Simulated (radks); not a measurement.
Pr XL, configuration [Ar] 3d2. Calculated with a radial shooting solver on a logarithmic mesh with Libxc functionals: non-relativistic Kohn-Sham, PBE, spin-polarised, spherical densities, point nucleus; open shells are filled with parallel spins first (spin-orbit coupling, left out, can overturn this in heavy ions); relativity is left out, which matters for an element this heavy. Some entries of the table are withheld. Estimate them.

| orbital | occ. | eigenvalue (eV) | <1/r> (bohr^-1) | <r^2> (bohr^2) |
|---|---|---|---|---|
| 1s up | 1 | -41821.32 | 58.46 | 0.0008853 |
| 1s down | 1 | -41821.23 | 58.46 | 0.0008853 |
| 2s up | 1 | -8265.032 | 13.63 | 0.01395 |
| 2s down | 1 | -8255.440 | 13.65 | 0.01393 |
| 2p up | 3 | -7954.457 | 13.62 | 0.01040 |
| 2p down | 3 | -7947.609 | 13.63 | 0.01038 |
| 3s up | 1 | -3093.771 | 5.492 | 0.08080 |
| 3s down | 1 | -3085.143 | 5.479 | 0.08102 |
| 3p up | 3 | (1) | 5.442 | 0.07438 |
| 3p down | 3 | (2) | 5.427 | 0.07463 |
| 3d up | 2 | -2772.109 | 5.334 | 0.05676 |
| 3d down | 0 | -2759.469 | 5.325 | 0.05703 |
| 4s up | 0 | -1595.330 | 2.877 | 0.2874 |
| 4s down | 0 | -1592.323 | 2.871 | 0.2882 |
| 4p up | 0 | -1542.716 | 2.843 | (3) |
| 4p down | 0 | -1539.491 | 2.838 | (4) |

Answer. 
(1) 3p up eigenvalue (eV): -2972.077
(2) 3p down eigenvalue (eV): -2962.534
(3) 4p up <r^2> (bohr^2): 0.2815
(4) 4p down <r^2> (bohr^2): 0.2824
